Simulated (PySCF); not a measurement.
**Technetium: a sound run and one with changed settings**

Sound run: Tc²⁺ [Kr] 4d5, Tc³⁺ [Kr] 4d4. Computed with PySCF 2.14 in x2c-SVPall (6s5p5d1f, 53 functions), with scalar relativity by spin-free X2C-1e. In the sound run the correlated levels freeze [Kr]. The sound run starts from symmetry-adapted Hartree-Fock orbitals and uses a fine grid where one is needed.

Changed run: the non-relativistic Hamiltonian (point nucleus). This setting is unsound on purpose.

```csv
species,method,sound run (hartree),changed run (hartree),converged
Tc²⁺,UHF,-4281.92093,-4150.77605,yes
Tc²⁺,M06-2X,-4284.35351,-4153.21974,yes
Tc²⁺,M06-L,-4283.94447,-4152.80873,yes
Tc²⁺,MP2,-4281.96730,-4150.82210,yes
Tc³⁺,UHF,-4280.86219,-4149.70128,yes
Tc³⁺,M06-2X,-4283.26363,-4152.11312,yes
Tc³⁺,M06-L,-4282.85807,-4151.70557,yes
Tc³⁺,MP2,-4280.88925,-4149.72817,yes
```

Ionisation energy of Tc²⁺:

```csv
method,sound run (eV),changed run (eV)
UHF,28.810,29.246
M06-2X,29.657,30.113
M06-L,29.562,30.019
MP2,29.335,29.767
SCS-MP2,28.985,29.420
```

Most of the change in total energy is the relativistic energy itself. On top of that the contraction fixes the core shape for the Hamiltonian it was made with, so the changed run is not a good calculation with the other Hamiltonian either.

For comparison, NIST gives 29.55 eV between the lowest levels.
